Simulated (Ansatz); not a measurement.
Results of the Gaussian-basis code of Ansatz.

A structure relaxed at PBE0-D4/def2-TZVP, charge 0, multiplicity 1:

```xyz
24

B    -1.0701   -0.9314   -1.5287
N    -0.6000   -0.3180   -0.3762
C    -1.5556    0.4504    0.4282
C    -1.8856    1.8083   -0.1640
C     0.7800   -0.3911    0.1492
C     0.7895   -1.2137    1.4399
C     1.3221    1.0123    0.4254
C     1.7101   -1.0642   -0.8494
H    -2.2363   -0.8093   -1.7829
H    -0.3639   -1.5616   -2.2532
H    -2.4735   -0.1339    0.5212
H    -1.1679    0.5723    1.4410
H    -2.6131    2.3310    0.4629
H    -2.3167    1.6907   -1.1602
H    -0.9974    2.4362   -0.2519
H     0.1691   -0.7679    2.2195
H     1.8065   -1.2877    1.8319
H     0.4206   -2.2230    1.2458
H     1.3425    1.6042   -0.4922
H     2.3423    0.9425    0.8087
H     0.7300    1.5485    1.1690
H     2.7226   -1.0639   -0.4402
H     1.4210   -2.0978   -1.0408
H     1.7240   -0.5331   -1.8027
```

Give its formula and SMILES.

C6H16BN, `BN(CC)C(C)(C)C`.

Point group (tolerance 0.08 Å, 0.16 Å for H)?

C1.

Summarise the bond lengths by kind.

1 × B–N 1.388 Å; 2 × B–H 1.192 to 1.200 Å; 2 × C–N 1.466 to 1.478 Å; 4 × C–C 1.518 to 1.531 Å; 14 × C–H 1.090 to 1.093 Å.
